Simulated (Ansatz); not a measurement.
`[SiH3]C1=C[SiH2]1` + `[NH2][SbH2]` → `[SiH3][NH][SbH2]` + `C1=C[SiH2]1` at 400 K and 1 bar (ligand exchange at the Si–C bond).

Calculated with Ansatz (gas phase, PBE0-D4/def2-TZVP geometries, no zero-point term in ΔE). CCSD(T)/CBS is the MP2 limit (def2-TZVPP, def2-QZVPP) plus CCSD(T) − MP2 in def2-TZVPP, frozen cores. def2 core potentials past Kr. For Sb outer-core shells are correlated without core-valence functions, which leaves a few kJ/mol of doubt a bond.

| species | CCSD(T)/CBS energy (Eh) | H − E (kJ/mol) | S (J/(mol·K)) |
| --- | --- | --- | --- |
| `[SiH3]C1=C[SiH2]1` | -657.79504 | 193.9 | 356.4 |
| `[NH2][SbH2]` | -297.10356 | 122.5 | 298.1 |
| `[SiH3][NH][SbH2]` | -587.40566 | 172.3 | 372.1 |
| `C1=C[SiH2]1` | -367.50726 | 142.3 | 278.2 |

H − E and S are ideal-gas, rigid-rotor, harmonic terms from PBE0-D4/def2-TZVP, for one conformer and one mirror image of each species. 1 Eh = 2625.50 kJ/mol, R = 8.31446 J/(mol·K).

Problem. By hand: ΔE, ΔH, ΔS and ΔG.

Solution. ΔE = (-587.40566) + (-367.50726) − (-657.79504) − (-297.10356) = -0.01432 Eh = -37.6 kJ/mol. Δ(H − E) = 172.3 + 142.3 − 193.9 − 122.5 = -1.8, so ΔH = -39.4 kJ/mol. ΔS = 372.1 + 278.2 − 356.4 − 298.1 = -4.2 J/(mol·K). ΔG = -39.4 − 400 × (-4.2)/1000 = -37.7 kJ/mol.

Problem. By hand: the equilibrium constant, and the temperature at which ΔG would vanish if ΔH and ΔS stayed fixed.

Solution. log₁₀ K = −ΔG/(RT ln 10) = 4.9. ΔG = 0 at ΔH/ΔS = 9381 K, far beyond where these terms or the molecules hold.

The number of gas molecules stays the same, so ΔS is small and ΔH decides. A doubt of 5 kJ/mol in ΔE shifts log₁₀ K by 0.7 here. Other conformers and mirror images would add mixing entropy, several J/(mol·K) or more a flexible species. These are equilibria of isolated gas molecules and say nothing of rates. Largest T1 diagnostic: 0.013 (customary marks: 0.02 for closed shells, 0.045 for open ones).
